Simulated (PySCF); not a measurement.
**Predicted spectroscopic data**

Rapidly exchanging positions averaged, isolated molecule, a single conformation, no relativistic terms. Coordinates at the GFN2-xTB level; NMR shieldings at PBE0/pcSseg-1/GIAO; PySCF 2.14.

Shifts are taken against calculated references (same method and geometry level): TMS for $^{1}$H, $^{13}$C. Splittings of carbon signals by F and P are missing where no couplings were computed. Where no couplings were computed, multiplicities follow the n + 1 count of equivalent neighbours, and m marks all less simple cases (inequivalent or close neighbours, rings, F or P nearby). Shifts are as computed. Against solution values, carbons near 30 ppm lie about +3 ppm off and those near 130 ppm about +5 ppm; carbons on Cl a further +6 ppm. Of 1211 compounds with measured shifts, 218 miss one by over three times the rms of a fit or turn the order of signals round; such compounds aren't used in these exercises. Carbons bonded to Cl come out too deshielded.

**1.** `C=C(C)[C@@]1(Cl)[C@@H]2[C@@H](Cl)[C@@H]21`, C₇H₈Cl₂. $^{1}$H NMR (400 MHz, computed): δ 5.34 (m, 1H), 5.25 (m, 1H), 3.51 (m, 1H), 2.50 (m, 2H), 2.07 (s, 3H). $^{13}$C{$^{1}$H} NMR (computed): δ 152.3, 121.4, 77.6, 51.5, 25.9, 23.6.

**2.** SMILES CC(C)c1pcpc(C#N)p1, C₇H₈NP₃. $^{1}$H NMR (400 MHz, computed): δ 11.18 (m, 1H), 3.76 (m, 1H), 1.80 (d, 6H). $^{13}$C{$^{1}$H} NMR (computed): δ 231.3 (C), 188.2 (CH), 173.6 (C), 126.6 (C), 47.7 (CH), 34.1 (CH3).
